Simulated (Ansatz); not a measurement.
`B1SC[AsH]1` → As• + B• + C• + 4 H• + S•  (atomization)

Calculated with Ansatz (gas phase, PBE0-D4/def2-TZVP geometries, no zero-point term in ΔE). CCSD(T)/CBS is the MP2 limit (def2-TZVPP, def2-QZVPP) plus CCSD(T) − MP2 in def2-TZVPP, frozen cores. This one scheme is used for every species, atoms too. Functionals use def2-TZVPP. B3LYP here is the variant with VWN-RPA as its local correlation; programs differ in this. HSE06 is defined as in plane-wave codes. Open shells (•) are unrestricted, without spin–orbit coupling. Spin–orbit coupling would lower the free atoms: a little for B, C, S. Bonds to As are less sure, by a few kJ/mol each and by 10 to 20 or more in all where they break to atoms, as the def2 sets lack core-valence functions. Scalar relativity is left out up to krypton.

```
             level  ΔE (kJ/mol)  difference from CCSD(T)/CBS
            PBE-D4       2780.7                         90.0
         revPBE-D4       2713.8                         23.1
           BLYP-D4       2702.1                         11.4
         r2SCAN-D4       2726.7                         36.0
            B97M-V       2737.3                         46.6
           PBE0-D4       2729.6                         38.9
          B3LYP-D4       2704.0                         13.3
        r2SCANh-D4       2708.4                         17.7
        r2SCAN0-D4       2682.6                         -8.1
          HSE06-D4       2730.1                         39.4
          BHLYP-D4       2624.4                        -66.3
      CAM-B3LYP-D4       2700.2                          9.5
           ωB97X-V       2728.2                         37.5
           ωB97M-V       2713.6                         22.9
            B2PLYP       2665.9                        -24.8
          PBE-QIDH       2697.3                          6.6
               PBE       2759.2                         68.5
            revPBE       2651.1                        -39.6
            r2SCAN       2722.0                         31.3
             B3LYP       2668.5                        -22.2
           r2SCANh       2703.3                         12.6
           r2SCAN0       2676.9                        -13.8
             HSE06       2713.2                         22.5
             BHLYP       2595.3                        -95.4
         CAM-B3LYP       2681.7                         -9.0
       HF/def2-SVP       1908.6                       -782.1
      MP2/def2-SVP       2538.3                       -152.4
     CCSD/def2-SVP       2467.9                       -222.8
  CCSD(T)/def2-SVP       2510.1                       -180.6
     HF/def2-TZVPP       1897.9                       -792.8
    MP2/def2-TZVPP       2658.0                        -32.7
SCS-MP2/def2-TZVPP       2641.3                        -49.4
   CCSD/def2-TZVPP       2562.4                       -128.3
CCSD(T)/def2-TZVPP       2618.3                        -72.4
     HF/def2-QZVPP       1898.4                       -792.3
    MP2/def2-QZVPP       2699.8                          9.1
SCS-MP2/def2-QZVPP       2689.2                         -1.5
      HF/CBS(def2)       1898.6                       -792.1
     MP2/CBS(def2)       2730.5                         39.8
    CCSD/CBS(def2)       2634.8                        -55.9
       CCSD(T)/CBS       2690.7                            0
```

Largest T1 diagnostic among the species: 0.015.

From r2SCAN to r2SCAN0 (25 % exact exchange), in def2-TZVPP and without D4, ΔE moves by −45.1 kJ/mol: exact exchange takes away binding that semilocal exchange gives to molecules. Leaving LDA and LC-ωPBE aside and taking each functional with its dispersion term where it has one, the values spread over 156.3 kJ/mol, from BHLYP-D4 to PBE-D4. LDA lies +384.8 kJ/mol from PBE without D4, its usual overbinding. At CCSD(T), def2-SVP lies −180.6 kJ/mol from the extrapolated value and def2-TZVPP −72.5 kJ/mol: correlation converges slowly with the basis, and small sets miss more of it in the bonded molecule than in its fragments.

For atomizations the MP2-based limit and the directly extrapolated one differ by several kJ/mol either way, and by 10 to 25 for some Ge, Se and Sn compounds, so smaller differences from it don't rank the levels.
